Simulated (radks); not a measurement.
Results of a calculation; reference values are marked as such.
Coulomb parameter of the 4d shell of neutral molybdenum in the model configuration [Kr] 4d3.5 5s1 5p1.5, as a second difference U = [E(n + 0.5) + E(n - 0.5) - 2 E(n)] / (0.5)^2 with all orbitals relaxed. "Bare": the charge of the atom changes with n. "Screened": the 5p shell takes up the change at fixed total charge, which measures U(4d,4d) + U(5p,5p) - 2 U(4d,5p). Code: a radial shooting solver on a logarithmic mesh with Libxc functionals. Model: Dirac Kohn-Sham, PBEsol, spin-unpolarised, spherical densities, point nucleus; open shells are shared between the two j in proportion to 2j + 1.

case                  configuration  E - E(n) (eV)
start          [Kr] 4d3.5 5s1 5p1.5          0.000
bare +0.5        [Kr] 4d4 5s1 5p1.5         -3.264
bare -0.5        [Kr] 4d3 5s1 5p1.5          5.413
screened +0.5      [Kr] 4d4 5s1 5p1         -2.698
screened -0.5      [Kr] 4d3 5s1 5p2          3.293

U(bare) = 8.594 eV, U(screened by 5p) = 2.377 eV, against the Slater integral F0(4d,4d) = 13.963 eV with frozen orbitals. The step up makes a negative ion, whose loosely bound charge lowers the bare value.
